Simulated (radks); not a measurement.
Values are calculated unless marked as measured or tabulated.
O2-, configuration [Ne]. Level of theory: non-relativistic Kohn-Sham, PBEsol, spin-polarised, spherical densities, point nucleus; Watson sphere of charge +2 and radius 2.89 bohr (a radial shooting solver on a logarithmic mesh with Libxc functionals).

Local quantities along the radius. ELF = 1/(1 + alpha^2) is the electron localisation function; alpha = (tau - tau_W)/tau_unif compares the Pauli kinetic energy density with that of the uniform gas (summed over spins).

r (bohr)    ELF     alpha
0.009843  1.000  0.003452
0.01101   1.000  0.003540
0.01231   1.000  0.003642
0.01366   1.000  0.003750
0.01528   1.000  0.003884
0.01709   1.000  0.004041
0.01912   1.000  0.004223
0.02139   1.000  0.004437
0.02392   1.000  0.004691
0.02676   1.000  0.004992
0.02993   1.000  0.005353
0.03347   1.000  0.005789
0.03744   1.000  0.006320
0.04188   1.000  0.006975
0.04684   1.000  0.007790
0.05198   1.000  0.008737
0.05814   1.000   0.01003
0.06503   1.000   0.01171
0.07273   1.000   0.01393
0.08135   1.000   0.01693
0.09099   1.000   0.02107
0.1018    0.999   0.02691
0.1138    0.999   0.03538
0.1273    0.998   0.04802
0.1424    0.995   0.06750
0.1593    0.990   0.09847
0.1782    0.978    0.1493
0.1993    0.948    0.2352
0.2211    0.880    0.3699
0.2473    0.725    0.6154
0.2767    0.488     1.024
0.3094    0.273     1.631
0.3461    0.155     2.337
0.3871    0.113     2.802
0.433     0.121     2.691
0.4843    0.182     2.117
0.5417    0.312     1.484
0.6059    0.489     1.021
0.6778    0.646    0.7408
0.7581    0.747    0.5824
0.8479    0.803    0.4957
0.9409    0.830    0.4532
1.052     0.842    0.4339
1.177     0.841    0.4348
1.317     0.830    0.4531
1.473     0.808    0.4881
1.647     0.774    0.5399
1.842     0.730    0.6087
2.061     0.675    0.6932
2.305     0.615    0.7912
2.578     0.551    0.9022
2.884     0.483     1.035
3.225     0.404     1.214
3.579     0.323     1.448
4.003     0.233     1.815
4.477     0.151     2.370
5.008     0.087     3.245
5.601     0.043     4.690
6.265     0.019     7.215
7.008     0.007     11.93

On this mesh the ELF has minima near r = 0.39 bohr, which separate the shells, and maxima near 1.1 (0.84).

Self-consistent cycle (total energy in hartree, residual of the potential): 1: -78.392391, 3e+00; 2: -81.182308, 1e+00; 3: -81.251831, 6e-01; 4: -81.326038, 1e-01; 5: -81.329652, 3e-02; 6: -81.330115, 2e-02; 7: -81.330221, 9e-04; 8: -81.330222, 4e-04; 9: -81.330222, 3e-05; 10: -81.330222, 2e-05; 11: -81.330222, 1e-06; 12: -81.330222, 2e-07; 13: -81.330222, 2e-07; 14: -81.330222, 2e-09.
